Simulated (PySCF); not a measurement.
Species: 3-methoxythiophene, C5H6OS.
Atom-mapped SMILES: `[CH3:1][O:2][c:3]1[cH:4][cH:5][s:6][cH:7]1` (hydrogens: H8, H9, H10 on C1; H11 on C4; H12 on C5; H13 on C7)

Computed by this run: PBE0-D3(BJ)/def2-SVP geometry optimisation, gas phase (PySCF); density fitting, grid level 2; the optimiser is geomeTRIC in internal coordinates, started from a GFN2-xTB structure.

Geometry at step 0:
```
atom  x, y, z in Å
C1      2.2124    0.0297   -0.0047
O2      1.0723    0.8463   -0.1096
C3     -0.1330    0.2259   -0.0353
C4     -1.3270    0.9993   -0.1146
C5     -2.4421    0.2391   -0.0180
S6     -2.0774   -1.4294    0.1676
C7     -0.3851   -1.1047    0.1159
H8      2.2527   -0.7029   -0.8177
H9      2.2373   -0.4977    0.9547
H10     3.0687    0.6984   -0.0739
H11    -1.3172    2.0657   -0.2387
H12    -3.4656    0.5541   -0.0435
H13     0.2997   -1.9233    0.2001
```

Problem. What forces act on the atoms?

Solution. 
```
atom  Fx (eV/Å)  Fy (eV/Å)  Fz (eV/Å)
  C1     -0.476      0.364     -0.051
  O2     -0.404     -0.333      0.041
  C3      0.665      0.653     -0.072
  C4      0.339      0.015     -0.004
  C5      0.009     -0.581      0.060
  S6      0.055      0.085     -0.012
  C7     -0.393     -0.360      0.047
  H8      0.040     -0.226     -0.229
  H9      0.026     -0.167      0.274
 H10      0.297      0.114     -0.017
 H11     -0.008      0.622     -0.063
 H12     -0.643      0.261     -0.028
 H13      0.494     -0.446      0.051
```

The largest, 0.93 eV/Å, acts on C3; the rms over all components is 0.316 eV/Å. The forces sum to zero within rounding, as they must for an isolated molecule in no field.

Problem. Give the force on C3 in Eh/bohr and in nN.

Solution. 0.934 eV/Å ÷ 51.422 = 0.01817 Eh/bohr, and 0.934 eV/Å × 1.602 = 1.50 nN.

Problem. How far is this geometry from the end of the optimisation?

Solution. 0.039 eV above it, and 0.019 Å rms away after alignment. The bonds farthest from their final lengths, with half the difference of the two atoms' forces along the bond (positive lengthens):

| bond | now (Å) | final (Å) | force along bond (eV/Å) |
| --- | --- | --- | --- |
| C5–H12 | 1.071 | 1.089 | +0.44 |
| C7–H13 | 1.071 | 1.087 | +0.32 |
| C4–H11 | 1.074 | 1.090 | +0.30 |
| C3–C7 | 1.363 | 1.377 | +0.60 |
| O2–C3 | 1.358 | 1.344 | -0.70 |
| C4–C5 | 1.353 | 1.366 | +0.31 |

The angle farthest from its final value is S6–C7–H13, 118.8° against 120.2°.

Of the 6 listed bonds off by 0.010 Å or more, this force points towards the final length in 6.

The cost below is that of the whole optimisation. The run took 33 s on one thread, Intel Xeon Platinum 8488C (x86_64), on a shared host, and the process peaked at 0.73 GiB of memory.
